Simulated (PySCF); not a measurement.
Dissociation curve of H3As, SMILES [AsH3]. The As1–H4 bond (As1 also carries H, H; H4 carries nothing else) is stretched with both fragments frozen at the PBE0/def2-TZVP optimised geometry.

- UHF/6-31G* = unrestricted Hartree-Fock/6-31G*, spherical d (PySCF 2.14.0)
- UKS-LDA (SVWN5) = unrestricted LDA (SVWN5)/cc-pVTZ in PySCF
- UCCSD(T) = PySCF with CCSD(T) on UHF/cc-pVTZ, 9 core orbitals frozen

Energies relative to the lowest point of each curve near equilibrium, in kJ/mol:

| R / Å | UHF/6-31G* | UKS-LDA (SVWN5) |
|---|---|---|
| 1.14 | 251.0 | 239.3 |
| 1.22 | 134.5 | 129.8 |
| 1.29 | 69.2 | 68.3 |
| 1.38 | 21.3 | 22.6 |
| 1.45 | 4.3 | 5.5 |
| 1.58 | 3.9 | 2.1 |
| 1.61 | 7.9 | 4.9 |
| 1.77 | 44.7 | 34.0 |
| 2.06 | 139.1 | 113.5 |
| 3.04 | 224.9 | 328.8 |
| 3.37 | 227.9 | 351.7 |
| 5.29 | 230.0 | 371.7 |

Question: What does UCCSD(T) give at the same points?

Answer: 1.14: 235.2; 1.22: 125.0; 1.29: 63.6; 1.38: 19.0; 1.45: 3.6; 1.58: 3.9; 1.61: 7.6; 1.77: 41.2; 2.06: 124.5; 3.04: 315.3; 3.37: 326.5; 5.29: 332.2 (kJ/mol).

The unrestricted determinant behind UHF/6-31G*, UCCSD(T) is spin-contaminated at 2.06 to 5.29 Å (<S²> up to 1.0, against 0.00 for a pure singlet). The unrestricted determinant behind UKS-LDA (SVWN5) is spin-contaminated at 2.76 to 5.29 Å (<S²> up to 1.0, against 0.00 for a pure singlet).
